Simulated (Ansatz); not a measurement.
Relaxation of H$_{8}$N$_{2}$OSi (12 atoms, charge 0, multiplicity 1), to a largest force component of 0.03 eV/Å in at most 50 steps.

Computed with RKS B3LYP/6-31G* in Ansatz.

```xyz
12
Properties=species:S:1:pos:R:3
Si 0.214 0.020 0.114
N 0.085 -0.063 1.906
H 0.432 -0.913 2.341
H 0.456 0.738 2.411
N 1.784 -0.054 -0.629
H 2.298 -0.924 -0.683
H 2.414 0.739 -0.603
H -0.314 1.344 -0.260
H -0.458 -1.203 -0.378
O -2.622 0.222 0.640
H -2.923 -0.689 0.503
H -2.117 0.171 1.488
```

Question: Where does it end, and by what steps?

Answer: The forces met the threshold. After 11 steps the energy has fallen by 0.147 eV; O10 moved furthest, 0.64 Å.

| step | energy less start (eV) | largest force component (eV/Å) | accepted |
| --- | --- | --- | --- |
| 0 | 0.0000 | 0.670 | yes |
| 1 | -0.0128 | 1.242 | yes |
| 2 | -0.0863 | 0.962 | yes |
| 3 | -0.1315 | 0.422 | yes |
| 4 | -0.1410 | 0.138 | yes |
| 5 | -0.1440 | 0.201 | yes |
| 6 | -0.1450 | 0.080 | yes |
| 7 | -0.1430 | 0.132 | no |
| 8 | -0.1462 | 0.058 | yes |
| 9 | -0.1464 | 0.075 | yes |
| 10 | -0.1364 | 0.441 | no |
| 11 | -0.1467 | 0.006 | yes |

```xyz
12
Properties=species:S:1:pos:R:3
Si 0.370 0.031 -0.045
N -0.041 -0.060 1.665
H 0.195 -0.913 2.164
H 0.202 0.739 2.244
N 2.013 -0.049 -0.583
H 2.521 -0.925 -0.602
H 2.642 0.737 -0.477
H -0.146 1.348 -0.479
H -0.305 -1.142 -0.648
O -2.957 0.209 1.180
H -3.211 -0.693 0.936
H -2.035 0.106 1.497
```

Whether the end is a true minimum wasn't checked by a vibrational analysis.

Run time: 25 s on 1 thread of Intel(R) Xeon(R) 6975P-C (Granite Rapids), with other jobs on the host, peak memory 0.17 GiB.
